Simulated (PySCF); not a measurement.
Excitations are Tamm–Dancoff values on a coarser integration grid. The basis has no diffuse functions, so Rydberg states are missing or too high.

Cartesian coordinates (Å):
```xyz
19

B     -1.8194    -1.2630    -1.3183
C     -0.8716    -0.1819    -0.7936
C     -0.9532     1.1499    -1.1963
C     -1.8618     1.7368    -2.1060
C     -2.6217     2.2816    -2.8802
S      0.2357     2.1762    -0.4560
C      0.9012     0.8420     0.4377
C      1.9773     0.8916     1.3287
C      2.3647    -0.2867     1.9500
C      1.6917    -1.4921     1.6876
C      0.6259    -1.5347     0.8034
C      0.2078    -0.3585     0.1570
H     -1.7139    -2.4074    -0.9430
H     -2.6809    -0.9780    -2.1130
H     -3.3021     2.7490    -3.5681
H      2.4979     1.8301     1.5301
H      3.2025    -0.2752     2.6508
H      2.0149    -2.4073     2.1887
H      0.1050    -2.4725     0.6018
```
Charge 0, multiplicity 1.

### Question
Predict the HOMO, HOMO–LUMO gap, S1 oscillator strength, brightest of the four lowest singlets (TDA) and total energy from PBE0-D3(BJ)/def2-TZVP // PBE0-D3(BJ)/def2-SVP in PySCF.

### Answer

```yaml
HOMO: -6.66 eV
HOMO–LUMO gap: 4.24 eV
S1 oscillator strength: 0.133
brightest of the four lowest singlets (TDA): 3.89 eV
total_energy: -21980.91 eV
```
